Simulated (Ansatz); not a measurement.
Job for Ansatz (a program for electronic structure): R-CCSD(T)/aug-cc-pVTZ on H2 (SMILES [H][H]).

Ansatz 0.2 input:
```yaml
crystal:
  periodic: [false, false, false]
  atoms:
    - {symbol: H, position_ang: [0.00000000, 0.00000000, 0.37198582]}
    - {symbol: H, position_ang: [-0.00000000, -0.00000000, -0.37198582]}
basis:
  gaussian:
    orbitals: aug-cc-pVTZ
magnetization: {spin_polarized: false}
correlation: {method: ccsd_t, electrons: outside_noble_gas}
scf: {lower_state_search: off}
```

Question: Predict the final total energy.

Answer: -1.1726 hartree (reference determinant -1.1330, T1 diagnostic 0.005).
